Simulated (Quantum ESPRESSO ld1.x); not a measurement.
Task: Species: neutral terbium. Configuration: [Xe] 4f9 6s2 (the NIST ground configuration). All-electron calculation, Dirac Kohn-Sham, revPBE, spin-unpolarised, spherical densities, point nucleus; open shells fill j = l - 1/2 first. Program: ld1.x of Quantum ESPRESSO 7.5. Some entries of the table are withheld. Estimate them.

orbital  occ.  eigenvalue (Ry)  r(max) (bohr)  <r> (bohr)
1s1/2       2       -3807.7477          0.014     0.02150
2s1/2       2        -630.8450          0.077     0.09095
2p1/2       2        -599.3992          0.059     0.07589
2p3/2       4        -544.5267          0.064     0.08284
3s1/2       2        -139.8969          0.219      0.2389
3p1/2       2        -126.2431          0.207      0.2286
3p3/2       4        -114.9145          0.219      0.2418
3d3/2       4         -91.4347          0.175      0.2141
3d5/2       6         -88.9633          0.178      0.2182
4s1/2       2         -27.6991          0.503      0.5414
4p1/2       2         -22.3520          0.507      0.5528
4p3/2       4         -19.8325          0.537      0.5829
4d3/2       4         -11.0381          0.541      0.6178
4d5/2       6         -10.5831          0.550      0.6285
5s1/2       2          -3.4805            (1)       1.328
5p1/2       2          -2.0488           1.29       1.501
5p3/2       4          -1.7284           1.38       1.606
6s1/2       2          -0.2686           3.55       4.191
4f5/2       6          -0.2427          0.554      0.9014
4f7/2       3          -0.1854          0.559      0.9246
5d3/2       0          -0.1002           2.07         (2)
6p1/2       0          -0.0963           4.62       5.787
5d5/2       0          -0.0867           2.14         (3)
6p3/2       0          -0.0818           4.92       6.199

Result: 
(1) 5s1/2 r(max) (bohr): 1.18
(2) 5d3/2 <r> (bohr): 3.400
(3) 5d5/2 <r> (bohr): 3.592
